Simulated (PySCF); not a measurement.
BrClHMoNO, SMILES [Br][Mo](=[NH])(=[O])[Cl], multiplicity 1.

The structure is a stationary point at PBE0-D3(BJ)/def2-SVP. The spin state was assumed, not searched. The structure was generated by enumeration; whether it is a known compound was not checked. The def2 effective core potentials stand for the cores of Mo; spin–orbit coupling is left out.

Calculation: TDA-PBE/def2-SVPD run with PySCF 2.14.0.

Vertical excitations. Gas-phase values at a fixed geometry.

```tsv
state	energy (eV)	λ (nm)	f	main pairs
S1	3.54	351	0.004	HOMO→LUMO 84 %
S2	3.85	322	0.006	HOMO−1→LUMO 79 %
S3	3.99	311	0.009	HOMO−2→LUMO 49 %, HOMO→LUMO+1 40 %
S4	4.18	296	0.025	HOMO→LUMO+1 46 %, HOMO−2→LUMO 23 %, HOMO−2→LUMO+1 11 %, HOMO→LUMO+2 10 %
S5	4.36	284	0.002	HOMO−1→LUMO+1 79 %
S6	4.47	278	0.016	HOMO−3→LUMO 69 %
S7	4.49	276	0.004	HOMO−2→LUMO+1 64 %, HOMO→LUMO+2 18 %
S8	4.56	272	0.008	HOMO→LUMO+2 48 %, HOMO−1→LUMO+2 22 %
S9	4.77	260	0.001	HOMO−4→LUMO 63 %, HOMO−2→LUMO+2 16 %
S10	4.82	257	0.001	HOMO−2→LUMO+2 61 %, HOMO−1→LUMO+2 24 %
T1	3.17	391	0	HOMO→LUMO 91 %
T2	3.43	362	0	HOMO−1→LUMO 89 %
T3	3.59	345	0	HOMO−2→LUMO 97 %
T4	3.80	326	0	HOMO→LUMO+1 85 %
```
Triplets are in the Tamm–Dancoff approximation.
